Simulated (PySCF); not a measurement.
H6Cl2O2Si2Sn, SMILES [SiH3][O][Sn]([Cl])([Cl])[O][SiH3] at its B3LYP/def2-SVP optimised geometry (Å):

```
13

Si    -2.9729     0.1423    -0.3435
O     -1.3419     0.2628     0.0167
Sn     0.0581     1.6334     0.0653
Cl    -0.1262     3.0593    -1.7800
Cl    -0.0796     2.8662     2.0459
O      1.7616     0.6812     0.0000
Si     2.2481    -0.9234     0.0000
H     -3.1887     0.1667    -1.8190
H     -3.7360     1.2687     0.2712
H     -3.4565    -1.1512     0.2105
H      1.7478    -1.6301    -1.2147
H      1.7464    -1.6334     1.2122
H      3.7360    -0.9234     0.0000
```

Method: PySCF with B3LYP/def2-TZVP, def2 effective core potentials past Kr. The core electrons that the potentials of Sn replace are not part of the density. Cells within 0.4 Å of a nucleus heavier than hydrogen are left out (blank, or x).

Map of the Laplacian of the electron density (e/bohr⁵), clipped to [-1.50, 1.50] on the plane z = 0.0 Å:

```
|55555555555555555555555555555|
|55555555555555555555555555555|
|55555555555555555555555555555|
|55555555555555555555555555555|
|55555555555555555555555555555|
|55555555555555555555555555555|
|55555555555555555555555555555|
|55555555555555555555555555555|
|55555555555555765555555555555|
|55555555555559997555555555555|
|55555555555577xx9555555555555|
|55555345555569x99666555555555|
|555554355566679954x0655555555|
|55555499950x455555x3655555555|
|5555559x952x55555655555555555|
|55555547556665555569944555555|
|5555543455555555559xx52055555|
|5555552455555555559x944455555|
|55555555555555555555555555555|
|55555555555555555555555555555|
|55555555555555555555555555555|
|55555555555555555555555555555|
|55555555555555555555555555555|
|55555555555555555555555555555|
|55555555555555555555555555555|
|55555555555555555555555555555|
|55555555555555555555555555555|
|55555555555555555555555555555|
|55555555555555555555555555555|
```
Scale: ten equal steps from -1.50 (start of '0') to 1.50 (end of '9'), in the order '0123456789'; x runs from -6.00 to 6.00, y from -6.00 (bottom) to 6.00 (top).
